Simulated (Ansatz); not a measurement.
Diatomic Ba2, multiplicity 3 (an upper state: multiplicity 1 came lower at CCSD(T)/def2-TZVPP on PBE0 minima). No spin–orbit coupling. The T1 diagnostic near the minimum is 0.050, so single-reference values are doubtful.

Constants: fifth-degree fit in 1/R to seven points, most abundant isotopes. In def2 and cc sets the state is the lowest found near the PBE0 minimum, followed along R.

The values were computed with Ansatz (Gaussian basis) for Hartree–Fock, density functionals and correlated methods.  In def2 rows elements past Kr take small-core potentials, without spin–orbit coupling.

| level | r_e (Å) | ω_e (cm⁻¹) | B_e (cm⁻¹) | α_e (cm⁻¹) |
|---|---|---|---|---|
| PBE/def2-TZVPP | 4.144 | 70 | 0.0142 | 2.9e-5 |
| PBE0/def2-TZVPP | 4.130 | 73 | 0.0143 | 2.5e-5 |
| wB97X-V/def2-TZVPP | 4.118 | 75 | 0.0144 | 2.0e-5 |
| CCSD/def2-TZVPP | 4.256 | 67 | 0.0135 | 2.0e-5 |
| CCSD(T)/def2-TZVPP | 4.246 | 67 | 0.0136 | 2.2e-5 |

Correlated levels freeze the inner cores; with def2 sets outer-core shells near the valence are correlated too.

Doubts at one or more of the structures used: a spin-contaminated determinant (CCSD/def2-TZVPP, CCSD(T)/def2-TZVPP); T1 above 0.05 (CCSD/def2-TZVPP, CCSD(T)/def2-TZVPP).

Ansatz is a first-principles code.
